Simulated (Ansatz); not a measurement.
Reaction (hydrogenolysis of a B–C bond): `COCBC=N` + H₂ → `BCOC` + `C=N`

Isolated molecules relaxed with PBE0-D4/def2-TZVP in Ansatz; ΔE leaves out vibrations. CBS: MP2 limit from def2 TZ/QZ plus the TZ coupled-cluster correction, frozen cores. This one scheme is used for every species. DFT in def2-TZVPP. B3LYP here is the variant with VWN-RPA as its local correlation; programs differ in this. One conformer a species, not always the lowest.

```
    level  ΔE (kcal/mol)
   PBE-D4           -1.3
r2SCAN-D4           -1.9
 B3LYP-D4           -2.5
   B2PLYP           -3.5
```

**Question.** What does CCSD(T)/CBS give? (Best estimate.)

**Answer.** The calculation gave: -2.3 kcal/mol. The listed levels differ from it by 1.0, 0.4, -0.2, -1.2 kcal/mol.

Largest T1 diagnostic among the species: 0.012.

From PBE to PBE0 (25 % exact exchange), in def2-TZVPP and without D4, ΔE moves by −1.0 kcal/mol. In def2-TZVPP, CCSD(T) changes the Hartree–Fock value by +5.6 kcal/mol (the triples alone add +1.2 kcal/mol) and MP2 by +6.3 kcal/mol. The D4 term adds +1.9 kcal/mol with B3LYP and +1.1 kcal/mol with PBE0; it sums over pairs of atoms, weighted by their polarisabilities, and B3LYP, whose exchange is more repulsive, gets the larger term.
